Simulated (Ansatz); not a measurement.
Cost and result for the atomization energy of CH6SSeSi (`CS[SiH2][SeH]`) (10 atoms, 9 bonds).

```xyz
10

C    -1.572    0.197   -0.709
S    -0.001    0.393   -1.594
Si    1.352   -0.247   -0.097
Se    1.207    1.038    1.792
H    -2.347    0.622   -1.346
H    -1.792   -0.855   -0.532
H    -1.547    0.740    0.237
H     1.101   -1.645    0.338
H     2.689   -0.116   -0.723
H     0.911   -0.127    2.634
```

Charge 0, multiplicity 1. Correlated methods include outer-core shells of Se, which these sets cover unevenly. Scalar relativity is left out up to krypton. Geometry: relaxed with PBE0-D4/def2-TZVP. It is one conformer, not always the lowest. Program: Ansatz. All runs use 4 threads of an Arm Neoverse V1 on a shared host. Times are those of one run each, without the atoms' runs, and a repeat can differ threefold. Electronic energies, without spin–orbit coupling; frozen cores. CCSD(T)/CBS adds CCSD(T) − MP2 in def2-TZVPP to the MP2 limit, and its time is that of the two runs behind it. T1 = 0.010. With those shells the extrapolation isn't a true limit. B3LYP takes the VWN-RPA correlation (the form of Gaussian; ORCA's B3LYP/G).

CCSD(T)/CBS is a level of theory with its own doubt, some kJ/mol a heavy atom from the limit and from the frozen cores, so smaller differences don't rank the functionals.

```tsv
level	functions	wall time	atomization (kJ/mol)	difference from CCSD(T)/CBS	per bond
PBE-D4/def2-TZVPP (with forces)	247	2.9 s	3226.7	16.8	1.9
PBE0-D4/def2-TZVPP	247	4.2 s	3195.1	-14.8	-1.6
r2SCAN-D4/def2-TZVPP (with forces)	247	6 s	3211.0	1.1	0.1
B3LYP-D4/def2-TZVPP (with forces)	247	6 s	3189.4	-20.5	-2.3
B2PLYP/def2-TZVPP	247	6.5 s	3144.2	-65.7	-7.3
ωB97X-V/def2-TZVPP	247	9.5 s	3219.1	9.2	1.0
ωB97M-V/def2-TZVPP (with forces)	247	14 s	3203.9	-6.0	-0.7
MP2/def2-QZVPP	466	30 s	3184.8	-25.1	-2.8
CCSD(T)/def2-TZVPP	247	3.1 min	3113.5	-96.4	-10.7
CCSD(T)/CBS(def2)	–	3.6 min	3209.9	0.0	0.0
```

In def2-TZVPP, CCSD(T) changes the Hartree–Fock value by +780.3 kJ/mol (the triples alone add +46.2 kJ/mol) and MP2 by +795.4 kJ/mol; breaking electron pairs costs correlation energy, which Hartree–Fock lacks. The D4 term adds +43.4 kJ/mol with B3LYP and +22.8 kJ/mol with PBE0; it sums over pairs of atoms, weighted by their polarisabilities, and B3LYP, whose exchange is more repulsive, gets the larger term. From PBE to PBE0 (25 % exact exchange), in def2-TZVPP and without D4, the atomization energy moves by −27.7 kJ/mol: exact exchange takes away binding that semilocal exchange gives to molecules.
